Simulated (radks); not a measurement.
Results of a calculation; reference values are marked as such.
Question: The mean radii <r> (bohr) of the occupied orbitals of an atom or ion are listed with their occupations. Code: a radial shooting solver on a logarithmic mesh with Libxc functionals. Model: Dirac Kohn-Sham, PBE, spin-unpolarised, spherical densities, finite nucleus; Fermi nuclear charge, rms radius of each element as measured or else 0.836 A^(1/3) + 0.57 fm.

| orbital | occ. | <r> |
|---|---|---|
| 1s1/2 | 2 | 0.01659 |
| 2s1/2 | 2 | 0.06926 |
| 2p1/2 | 2 | 0.05692 |
| 2p3/2 | 4 | 0.06560 |
| 3s1/2 | 2 | 0.1801 |
| 3p1/2 | 2 | 0.1704 |
| 3p3/2 | 4 | 0.1863 |
| 3d3/2 | 4 | 0.1621 |
| 3d5/2 | 6 | 0.1670 |
| 4s1/2 | 2 | 0.3991 |
| 4p1/2 | 2 | 0.4011 |
| 4p3/2 | 4 | 0.4353 |
| 4d3/2 | 4 | 0.4424 |
| 4d5/2 | 6 | 0.4536 |
| 5s1/2 | 2 | 0.9011 |
| 4f5/2 | 6 | 0.4790 |
| 4f7/2 | 8 | 0.4858 |
| 5p1/2 | 2 | 0.9686 |
| 5p3/2 | 4 | 1.062 |
| 5d3/2 | 4 | 1.361 |
| 5d5/2 | 5 | 1.406 |

Name the element and its charge. Open shells, if any, fill j = l - 1/2 first.

Answer: Z = 80, mercury, charge +3: Hg3+ in [Xe] 4f14 5d9. The 1s radius gives Z: for a bare nucleus <r> = (2 gamma + 1)/(2Z) with gamma = sqrt(1 - (Z/c)^2), 0.0164 bohr for Z = 80, and screening makes it slightly larger (0.01659 here). The occupations add up to 77, and the charge is Z minus that.
